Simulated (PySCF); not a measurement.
**Ga(2+) (gallium, charge +2) across methods**

[Ar] 3d9 4s1 4p1, one real determinant (an excited configuration). Computed with PySCF 2.14 in aug-cc-pVQZ-DK, with scalar relativity by spin-free X2C-1e.

```csv
method,E (hartree),mean ε 3d β (eV),mean ε 4s α (eV),mean ε 4p α (eV),Σ⟨r²⟩ (bohr²),⟨S²⟩
r2SCANh,-1941.963,-50.803,-31.210,-22.288,21.42,3.751
TPSSh,-1941.971,-50.255,-30.836,-22.027,21.51,3.750
UHF,-1940.50095,-62.009,-35.184,-25.929,21.64,3.750
BHandHLYP,-1941.981,-55.989,-32.893,-23.672,21.50,3.750
LDA,-1938.790,-49.134,-30.549,-21.482,21.49,3.750
r2SCAN,-1941.973,-49.423,-30.696,-21.845,21.43,3.751
PBE0,-1941.745,-52.435,-31.651,-22.690,21.51,3.750
wB97X-V,-1941.826,-54.815,-34.061,-24.935,21.59,3.750
PBE,-1941.707,-48.854,-30.272,-21.459,21.55,3.750
```

⟨L²⟩ = 8.01 against 12 for a pure F term, so this real determinant mixes terms.
